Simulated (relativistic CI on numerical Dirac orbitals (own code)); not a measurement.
## Fe2+ (3d6) in a crystal field

Calculated by Dirac-Coulomb-Breit CI, orbitals from a KLI potential per configuration, QED by a radiative potential, valence Slater integrals scaled by 0.65, one configuration in a parametric crystal field (own radial code).

Field parameters in Wybourne normalisation: D3d B²₀ = −7Dσ, B⁴₀ = −14Dq − 21Dτ, B⁴₃ = −14√(10/7) Dq. The field is a parameter set, without covalency.

S is read from ⟨S²⟩ = S(S + 1).

Levels (cm⁻¹, degeneracy): 0 (1), 14 (2), 54 (2), 2069 (2), 2075 (1), 2098 (1), 2121 (2), 2139 (1), 2142 (2), 2153 (1), 9216 (2), 9294 (1).

Problem. Which field gives this pattern?
A. D3d, 10Dq = 22200, Dσ = -1030, Dτ = -340 cm⁻¹
B. D3d, 10Dq = 7600, Dσ = -160, Dτ = 70 cm⁻¹
C. D3d, 10Dq = 11350, Dσ = -760, Dτ = -130 cm⁻¹
D. D3d, 10Dq = 7550, Dσ = 1120, Dτ = -120 cm⁻¹

Solution. D. D3d, 10Dq = 7550, Dσ = 1120, Dτ = -120 cm⁻¹, ground level with S = 2.00.
